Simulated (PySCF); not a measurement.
**EPR parameters of C4H8FO2Si**

C4H8FO2Si (doublet state).
Atom-mapped SMILES: `[CH3:1][O:2][Si@@H:3]([F:4])/[CH:5]=[CH:6]\[CH:7][OH:8]` (hydrogens: H9, H10, H11 on C1; H12 on Si3; H13 on C5; H14 on C6; H15 on C7; H16 on O8)

Cartesian coordinates in Å at the GFN2-xTB level; atoms count from 1:
```xyz
16
C4H8FO2Si angstrom
C     -2.4589    0.3325   -1.1753
O     -1.2507    0.0236   -0.5391
Si    -0.9554   -0.2265    1.0318
F     -1.9766   -1.3603    1.5781
C      0.7678   -0.8874    1.1706
C      1.9022   -0.4465    0.5118
C      1.9311    0.5369   -0.4407
O      3.0424    0.9481   -1.0818
H     -2.7804    1.3448   -0.9186
H     -3.2426   -0.3699   -0.8851
H     -2.2939    0.2677   -2.2514
H     -1.3132    0.9264    1.8552
H      0.9185   -1.6582    1.9122
H      2.8496   -0.9226    0.7544
H      1.0442    1.0589   -0.7568
H      3.8082    0.4414   -0.7766
```

The hyperfine couplings belong to this conformer and change with its torsions.

The calculation used UKS B3LYP, pcH-1 on C F H O Si, non-relativistic, mean-field spin-orbit, GIAO in PySCF. Isolated species at its GFN2-xTB geometry (one conformer only). The geometry wasn't refined by DFT: couplings that depend on bond lengths, twists or pyramidal angles can differ widely from those at the functional's own minimum. The SCF solution wasn't tested for stability.

| Property | Result |
| --- | --- |
| g1, g2, g3 | 2.00221, 2.00292, 2.00376 |
| g_iso | 2.00296 |
| Form of g | rhombic: the two nearest values differ by 46 % of g3 − g1 |
| ⟨S²⟩ | 0.7689 (exact 0.7500) |
| α and β electrons | 36, 35 |
| HOMO–LUMO gap, α and β orbitals | 5.39, 5.53 eV |

Isotropic coupling and dipolar principal values T1 to T3, in MHz; ρ(0) is the spin density at the nucleus:

```json
{"atom": "C1", "isotope": "13C", "a_iso": "-0.2", "of which spin–orbit": "0.0", "T1": "-0.3", "T2": "-0.2", "T3": "0.5", "Mulliken spin population": "0.00", "ρ(0) (bohr⁻³)": "-0.0002"}
{"atom": "O2", "isotope": "17O", "a_iso": "-4.8", "of which spin–orbit": "0.0", "T1": "-1.5", "T2": "0.5", "T3": "1.0", "Mulliken spin population": "0.00", "ρ(0) (bohr⁻³)": "0.0079"}
{"atom": "Si3", "isotope": "29Si", "a_iso": "31.2", "of which spin–orbit": "0.0", "T1": "-3.1", "T2": "0.5", "T3": "2.6", "Mulliken spin population": "0.01", "ρ(0) (bohr⁻³)": "-0.0352"}
{"atom": "F4", "isotope": "19F", "a_iso": "11.1", "of which spin–orbit": "0.0", "T1": "-5.6", "T2": "-4.1", "T3": "9.7", "Mulliken spin population": "0.00", "ρ(0) (bohr⁻³)": "0.0026"}
{"atom": "C5", "isotope": "13C", "a_iso": "50.4", "of which spin–orbit": "-0.1", "T1": "-48.0", "T2": "-46.4", "T3": "94.4", "Mulliken spin population": "0.64", "ρ(0) (bohr⁻³)": "0.0449"}
{"atom": "C6", "isotope": "13C", "a_iso": "-40.2", "of which spin–orbit": "0.0", "T1": "-19.3", "T2": "7.1", "T3": "12.3", "Mulliken spin population": "-0.20", "ρ(0) (bohr⁻³)": "-0.0357"}
{"atom": "C7", "isotope": "13C", "a_iso": "42.7", "of which spin–orbit": "0.0", "T1": "-43.2", "T2": "-42.7", "T3": "85.9", "Mulliken spin population": "0.49", "ρ(0) (bohr⁻³)": "0.0380"}
{"atom": "O8", "isotope": "17O", "a_iso": "-14.9", "of which spin–orbit": "0.0", "T1": "-48.3", "T2": "23.3", "T3": "25.0", "Mulliken spin population": "0.10", "ρ(0) (bohr⁻³)": "0.0247"}
{"atom": "H9", "isotope": "1H", "a_iso": "0.8", "of which spin–orbit": "0.0", "T1": "-0.6", "T2": "-0.6", "T3": "1.2", "Mulliken spin population": "0.00", "ρ(0) (bohr⁻³)": "0.0002"}
{"atom": "H10", "isotope": "1H", "a_iso": "0.2", "of which spin–orbit": "0.0", "T1": "-0.7", "T2": "-0.6", "T3": "1.3", "Mulliken spin population": "0.00", "ρ(0) (bohr⁻³)": "0.0000"}
{"atom": "H11", "isotope": "1H", "a_iso": "0.0", "of which spin–orbit": "0.0", "T1": "-0.7", "T2": "-0.6", "T3": "1.3", "Mulliken spin population": "0.00", "ρ(0) (bohr⁻³)": "0.0000"}
{"atom": "H12", "isotope": "1H", "a_iso": "15.9", "of which spin–orbit": "0.0", "T1": "-2.2", "T2": "-1.5", "T3": "3.7", "Mulliken spin population": "0.01", "ρ(0) (bohr⁻³)": "0.0035"}
{"atom": "H13", "isotope": "1H", "a_iso": "-37.6", "of which spin–orbit": "0.0", "T1": "-23.5", "T2": "-0.1", "T3": "23.6", "Mulliken spin population": "-0.03", "ρ(0) (bohr⁻³)": "-0.0084"}
{"atom": "H14", "isotope": "1H", "a_iso": "7.6", "of which spin–orbit": "0.0", "T1": "-4.9", "T2": "-0.1", "T3": "5.0", "Mulliken spin population": "0.01", "ρ(0) (bohr⁻³)": "0.0017"}
{"atom": "H15", "isotope": "1H", "a_iso": "-35.0", "of which spin–orbit": "0.0", "T1": "-17.4", "T2": "-2.8", "T3": "20.2", "Mulliken spin population": "-0.02", "ρ(0) (bohr⁻³)": "-0.0078"}
{"atom": "H16", "isotope": "1H", "a_iso": "-9.0", "of which spin–orbit": "0.0", "T1": "-9.2", "T2": "-6.3", "T3": "15.5", "Mulliken spin population": "0.00", "ρ(0) (bohr⁻³)": "-0.0020"}
```

Largest spin populations (Mulliken): C5 (+0.64), C7 (+0.49), C6 (-0.20) and O8 (+0.10). The positive populations add up to 1.25 and the negative ones to -0.25, together 2S = 1. The angles at C5 add up to 359.8°, so it is planar.

The SMILES `CO[Si@@H](F)/C=C\[CH]O` draws the unpaired electron on C7, whose computed spin population is only +0.49.

Axes: g2 points within 12° of the C5–C6 bond and g3 points within 11° of the C7–H15 bond.

Under fast tumbling the dipolar parts average out, and these isotropic splittings remain: 1 × 1H (H13, I = 1/2, 2 lines) with 1.34 mT, 1 × 1H (H15, I = 1/2, 2 lines) with 1.25 mT, 1 × 1H (H12, I = 1/2, 2 lines) with 0.57 mT, 1 × 19F (F4, I = 1/2, 2 lines) with 0.39 mT, 1 × 1H (H16, I = 1/2, 2 lines) with 0.32 mT and 1 × 1H (H14, I = 1/2, 2 lines) with 0.27 mT.

The 29Si coupling of Si3 (31.2 MHz) shows only in satellite lines or after enrichment, since that isotope makes up about 4.7 % of natural silicon.

The 13C coupling of C5 (50.4 MHz) shows only in satellite lines or after enrichment, since that isotope makes up about 1.07 % of natural carbon.

The spin density at the nucleus, in bohr⁻³, is negative for C6 (-0.0357), Si3 (-0.0352) and H13 (-0.0084), for instance. A restricted open-shell determinant has no negative spin density anywhere; here it arises because α and β orbitals differ (spin polarisation).
